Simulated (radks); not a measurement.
Values are calculated unless marked as measured or tabulated.
Question: Valence configurations of the technetium ion Tc2+ (all share [Kr]). Code: a radial shooting solver on a logarithmic mesh with Libxc functionals. Model: scalar-relativistic Kohn-Sham, PBE, spin-polarised, spherical densities, finite nucleus; open shells are filled with parallel spins first (spin-orbit coupling, left out, can overturn this in heavy ions); Fermi nuclear charge, rms radius 4.4112 fm. Order these by energy: 4d4 5p1; 4d4 5s1; 4d5; 4d3 5p2; 4d2 5s2 5p1; 4d3 5s1 5p1; 4d3.5 5s1.5; 4d2 5p3; 4d4.5 5s0.5; 4d3 5s2.

Answer: From the lowest, in eV above it: 4d5 0.000; 4d4.5 5s0.5 2.527; 4d4 5s1 5.420; 4d3.5 5s1.5 9.801; 4d4 5p1 11.332; 4d3 5s2 14.296; 4d3 5s1 5p1 18.616; 4d3 5p2 24.940; 4d2 5s2 5p1 29.749; 4d2 5p3 40.869. NIST lists [Kr] 4d5 as the ground configuration; this level of theory agrees among the configurations tried. The energies are those of spherical high-spin densities, not of single terms.
